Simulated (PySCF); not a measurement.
MoOCl3, SMILES [O]=[Mo+]([Cl])([Cl])[Cl], charge +1, multiplicity 1. The structure is a stationary point at PBE0-D3(BJ)/def2-SVP. The multiplicity is an assumed one; no other spin state was optimised. The isomer is the one that the SMILES or the coordinates give; other isomers of the formula were not compared. The def2 effective core potentials stand for the cores of Mo; spin–orbit coupling is left out.

Method: PBE0-D3(BJ)/def2-SVP (PySCF).

Harmonic wavenumbers (cm⁻¹): 126, 126, 148, 255, 255, 445, 504, 504, 1133. Rotational constants (GHz): 1.636, 1.636, 1.101; symmetry number 3.

### Question
Work out the zero-point energy and the ideal-gas rigid-rotor harmonic-oscillator thermochemistry at 298.15 K and 1 atm.

### Answer
ZPE = ½ Σ hcν = ½ × 3497 cm⁻¹ = 5.00 kcal/mol. H − E(el) = 9.70 kcal/mol. Entropy in cal/(mol K): translation 42.05, rotation 26.90, vibration 14.27, total 83.21. G − E(el) = -15.11 kcal/mol. Cp = 21.32 cal/(mol K). Modes under 150 cm⁻¹ make the vibrational entropy uncertain.
